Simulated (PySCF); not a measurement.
## Assignment exercise: C$_{5}$H$_{10}$ClNSi$_{2}$

Structure with atom numbers: `[CH:1]#[C:2][Si@:3]([Cl:4])([SiH2:5][NH2:6])[C:7](=[CH2:8])[CH3:9]` (H(Xn): hydrogen on atom n). Ha(C8) is cis to Si3; Ha(Si5) is pro-R; Hb(Si5) is pro-S; Hb(C8) is trans to Si3.

Calculated, not measured (PySCF 2.14): coordinates at the GFN2-xTB level, shielding tensors at PBE0/pcSseg-1 (GIAO). Non-relativistic, one conformer, rapidly exchanging positions averaged, no solvent model.

Referencing at the same level of theory: 13C and 1H against TMS.

Q: Assign these signals to the numbered atoms. 13C{1H} NMR (computed): δ 152.9, 135.4, 106.7, 89.0, 25.6.

A: 
```tsv
δ (ppm)	atoms	environment	reason
152.9	C7	fully substituted alkene carbon	as expected for a trigonal carbon in a double bond
135.4	C8	terminal =CH2 carbon	as expected for a trigonal carbon in a double bond
106.7	C1	terminal alkyne carbon	–
89.0	C2	alkyne carbon	sp carbons lie upfield of alkene carbons because the cylindrical π system leaves one tensor component strongly shielded
25.6	C9	allylic methyl carbon	aliphatic region, no heteroatom directly attached
```

Q: Assign these signals to the numbered atoms. 1H NMR (600 MHz, computed): δ 6.15 (m, 1H), 6.06 (m, 1H), 5.17 (d, 1H), 4.88 (d, 1H), 2.25 (s, 1H), 2.21 (s, 3H), 0.13 (br s, 2H).

A: 
6.15 → Hb(C8), hydrogen on a terminal =CH2 carbon: olefinic region
6.06 → Ha(C8), hydrogen on a terminal =CH2 carbon
5.17 → Hb(Si5), hydrogen on a silicon bonded to N, Si
4.88 → Ha(Si5), hydrogen on a silicon bonded to N, Si
2.25 → H(C1), hydrogen on a terminal alkyne carbon: it lies on the axis of the triple bond, in its shielding cone
2.21 → H(C9), hydrogen on an allylic methyl carbon: allylic position
0.13 → H(N6), hydrogen on a nitrogen bonded to Si: exchangeable, gas-phase position

Hb(C8) and Ha(C8); H(C1) and H(C9) lie closer than the usual error of such a calculation, so a measured spectrum could show them in the other order.

OH and NH positions are those of a molecule without intermolecular hydrogen bonds; in solution they move with solvent, concentration and temperature, and exchange usually removes their couplings. Shifts are as computed. Against solution values, carbons near 30 ppm lie about +3 ppm off and those near 130 ppm about +5 ppm. Of 1309 compounds with measured shifts, 239 miss one by over three times the rms of a fit or turn the order of signals round; such compounds aren't used in these exercises. No couplings were computed; multiplicities are counted from neighbouring protons, with m where these are inequivalent, close in shift, in a saturated or five-membered ring or joined by F or P, and br s for small geminal =CH2 splittings.
